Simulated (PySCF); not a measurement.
Si(F)(OH) (FHOSi), SMILES [Si](F)O (connectivity only; charge and spin as stated), neutral, multiplicity 1.

Coordinates come from a B3LYP-D3(BJ)/def2-TZVP optimisation. One conformer was computed; it need not be the lowest.

Calculation: PySCF with TDA-M06-2X/def2-SVPD.

Vertical excitations. The molecule is in vacuum. State labels are in the subgroup Cs.

Computed UV-visible absorptions:
| state | symmetry | energy (eV) | λ (nm) | f | main pairs |
|---|---|---|---|---|---|
| S1 | A" | 5.81 | 213 | 0.240 | HOMO→LUMO 94 % |
| S2 | A' | 7.47 | 166 | 0.199 | HOMO→LUMO+1 84 % |
| S3 | A' | 7.77 | 159 | 0.293 | HOMO→LUMO+2 88 % |
| S4 | A" | 7.98 | 155 | 0.024 | HOMO−2→LUMO 96 % |
| S5 | A' | 8.40 | 148 | 0.305 | HOMO→LUMO+3 51 %, HOMO−1→LUMO 42 % |
| S6 | A' | 8.48 | 146 | 0.070 | HOMO−1→LUMO 36 %, HOMO→LUMO+3 34 %, HOMO→LUMO+4 17 %, HOMO→LUMO+1 8 % |
| S7 | A' | 8.91 | 139 | 0.085 | HOMO→LUMO+4 72 % |
| S8 | A" | 9.40 | 132 | 0.044 | HOMO−1→LUMO+1 89 % |
| S9 | A' | 9.87 | 126 | 0.051 | HOMO−2→LUMO+1 84 % |
| S10 | A" | 9.89 | 125 | 0.064 | HOMO→LUMO+6 88 % |
| T1 | A" | 3.33 | 372 | 0 | HOMO→LUMO 98 % |
| T2 | A' | 5.92 | 209 | 0 | HOMO→LUMO+2 76 % |
| T3 | A' | 6.83 | 182 | 0 | HOMO→LUMO+1 53 %, HOMO→LUMO+4 18 %, HOMO−1→LUMO 13 % |
| T4 | A' | 7.00 | 177 | 0 | HOMO−1→LUMO 82 % |
Triplets are in the Tamm–Dancoff approximation.
